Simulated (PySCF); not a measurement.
F3Y, triplet, geometry from GFN2-xTB (such geometries of metal compounds can be far from the true shape) (the multiplicity is a formal guess) (core potentials on Y). Base run: B3LYP/def2-SVP run with PySCF.

PySCF was given this input:
```python
from pyscf import gto, scf, dft

mol = gto.Mole()
mol.atom = '''
    Y     0.024183   -0.047643   -0.109677
    F    -1.646774   -0.921262    0.233098
    F    -0.025099    1.805950   -0.594001
    F     1.567079   -0.678238    0.836171
'''
mol.basis = 'def2-svp'
mol.ecp = {'Y': 'def2-svp'}
mol.charge = 0
mol.spin = 2
mol.verbose = 4
mol.build()

mf = dft.UKS(mol)
mf.xc = 'b3lyp'
mf.kernel()
```

The base run was repeated with changes; each row names its change, and settings that it needs were set with it.

| change | ΔE vs base (mEh) | fitting functions | dipole (D) | outcome |
|---|---|---|---|---|
| base | 0.000 | - | 0.51 | converged |
| auxbasis = def2-universal-jfit | 6.065 | 236 | 0.51 | converged |
| auxbasis = default (with mf = mf.density_fit()) | 0.000 | 486 | 0.51 | converged |
| auxbasis = def2-universal-jkfit | 0.000 | 486 | 0.51 | converged |
| auxbasis = cc-pvdz-jkfit | - | - | - | input refused |
| auxbasis = def2-tzvp-ri | - | - | - | input refused |
| auxbasis = even-tempered beta=3.0 | -28.075 | 399 | 0.49 | converged |
| auxbasis = even-tempered beta=1.6 | 0.000 | 866 | 0.51 | converged |
| auxbasis = cc-pvtz-jkfit | - | - | - | input refused |
| auxbasis = cc-pvtz-ri | - | - | - | input refused |

A fitting set is made for a task (jfit for Coulomb, jkfit for Coulomb and exchange, ri for correlation) and for a family of orbital bases.

Open shells are given as the SCF converged; they aren't shown to be the lowest states, and a large step between rows can be another state.

- auxbasis = cc-pvdz-jkfit: ended with `pyscf.lib.exceptions.BasisNotFoundError: Basis set not found for Y in cc-pvdz-jkfit`
- auxbasis = def2-tzvp-ri: ended with `pyscf.lib.exceptions.BasisNotFoundError: Basis set not found for Y in def2-tzvp-ri`
- auxbasis = cc-pvtz-jkfit: ended with `pyscf.lib.exceptions.BasisNotFoundError: Basis set not found for Y in cc-pvtz-jkfit`
